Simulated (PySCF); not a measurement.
# Computed NMR parameters against published values

Bonds (- single, = double, # triple, : aromatic): Br1-C2 1.881 Å, C2:C3 1.392 Å, C3:C4 1.395 Å, C4:N5 1.330 Å, N5:C6 1.330 Å, C6:C7 1.395 Å, C7:C2 1.392 Å. C3 carries H8; C4 carries H9; C6 carries H10; C7 carries H11.

Published estimates (parent shift plus substituent increments) and measurements: δ 13C C4/C6 152.8; C2 132.7; C3/C7 127.0; δ 1H H9/H10 8.68; H8/H11 7.60 ppm (estimated from measurements, as parent shift plus tabulated substituent increment; solution, not stated per compound (mostly CDCl3 or CCl4); Pretsch, Buehlmann, Badertscher, Structure Determination of Organic Compounds, 4th ed. (2009)).

PySCF 2.14.0 with density-fitted response routines calculation with structure optimised with PBE0-D3(BJ)/def2-SVP and NMR shieldings at PBE0/pcSseg-1/GIAO; gas phase, rapidly exchanging positions averaged, non-relativistic, one computed conformer.

(1) Set the calculated values beside the experiment.

(2) How far are the unscaled 13C shifts from the references?

(3) How far are the unscaled 1H shifts from the references?

Results:

(1) 
Reference values: estimated from measurements, as parent shift plus tabulated substituent increment (solution, not stated per compound (mostly CDCl3 or CCl4); Pretsch, Buehlmann, Badertscher, Structure Determination of Organic Compounds, 4th ed. (2009)).
```
 atoms  quantity  reference  computed  computed, scaled
 C4/C6     δ 13C      152.8     156.2             150.4
    C2     δ 13C      132.7     153.3             134.4
 C3/C7     δ 13C      127.0     132.8             127.7
H9/H10      δ 1H       8.68      8.64              8.41
H8/H11      δ 1H       7.60      7.35              7.18
```

Computed shifts are σ(ref) − σ with the named reference compound (TMS for H and C) calculated as an isolated molecule at the same level. The measured values may be among those fitted. Expected solution values come from regression of measured δ (H and C: mostly CDCl3, vs TMS) on computed σ: 13C (scatter 1.9 ppm rms, 2.3 ppm with the 23 outliers that the fit left out, with a fitted term for attached Br); 1H (scatter 0.21 ppm rms, 0.22 ppm with the 3 outliers that the fit left out). A few per cent of atoms miss by over 2 rms, more outside the fitted compound classes.

(2) Mean signed difference +9.93 ppm, mean absolute 9.93 ppm over 3 comparisons; the largest is +20.6 ppm at C2 (aromatic carbon bearing bromine).

(3) Mean signed difference -0.14 ppm, mean absolute 0.14 ppm over 2 comparisons; the largest is -0.25 ppm at H8/H11 (hydrogen on an aromatic CH).

Spin–orbit coupling is missing: it shields a carbon bonded to bromine, so the measured shift of such a carbon is lower than the computed one.
